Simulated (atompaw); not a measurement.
# Before and after: PAW (atompaw) potential for Bi (Z = 83)

```
Element                 : bismuth (Bi)
Generator               : atompaw 4.2.0.5
Type                    : PAW
Functional              : PBE
Relativity              : scalar-relativistic
Frozen core             : [Kr] 4d10 4f14
Valence charge          : 23
Reference configuration : 5s2 5p6 5d10 6s2 6p2 (charge +1)
Partial waves           : 5s (bound): rc 1.30 bohr; 6s (bound): rc 1.50 bohr; 5p (bound): rc 1.45 bohr; 6p (bound): rc 1.50 bohr; 5d (bound): rc 1.50 bohr; 5d channel at -2.3 Ry: rc 1.50 bohr; 5f channel at 0.3 Ry: rc 1.50 bohr
Local potential         : ultrasoft scheme with l = 4 at 0.5 Ry, radius 1.10 bohr
Core correction         : smooth core density matched at 1.10 bohr
Augmentation charge     : sinc compensation charge, radius 1.30 bohr; PAW radius 1.50 bohr; waves and projectors: custom polynom2 7 10 vanderbiltortho
```

Change: augmentation sinc compensation charge, radius 1.30 bohr; PAW radius 1.50 bohr; waves and projectors: custom rrkj gramschmidtortho.

Cutoffs: the cutoffs (Ry, on a coarse ladder) from which the occupation-weighted sum of valence levels, in a spherical-Bessel basis at the reference potential, stays within 10 and 1 mRy of its value at 400 Ry; they do not see the model core or the augmentation charge, which bear on the density cutoff.

Question: What does the change do?

Answer: A bound ghost appears in s, which as a rule spoils a file; the range in which the s phases agree widens (upper end 0.2 → at the end of the scan); the range in which the f phases agree widens (upper end 0.7 → at the end of the scan).

```tsv
quantity	base	changed
cutoff, loose	260 Ry	70 Ry
cutoff, tight	over 300 Ry	120 Ry
loose cutoff by channel (10 mRy a level)	s 21 Ry, p 25 Ry, d 40 Ry	s 35 Ry, p 50 Ry, d 40 Ry
bound ghosts	none	s
s: phases at 1.50 bohr within 0.05 rad from the reference energy up to (Ry; the scan ends near 5)	0.2	to the end of the scan
p: phases at 1.50 bohr within 0.05 rad from the reference energy up to (Ry; the scan ends near 5)	3.1	4.1
d: phases at 1.50 bohr within 0.05 rad from the reference energy up to (Ry; the scan ends near 5)	to the end of the scan	to the end of the scan
f: phases at 1.50 bohr within 0.05 rad from the reference energy up to (Ry; the scan ends near 5)	0.7	to the end of the scan
lowest overlap eigenvalue by channel	s 0.63, p 0.77, d 0.90, f 1.00	s 0.08, p 0.00, d 0.93, f 1.00
```

 A true bound ghost makes a file unfit for plane-wave use even where its test errors are small: the radial tests pick states by their node count and pass the ghost by. The cutoffs see the waves, projectors and local potential, not the compensation charge or the core.
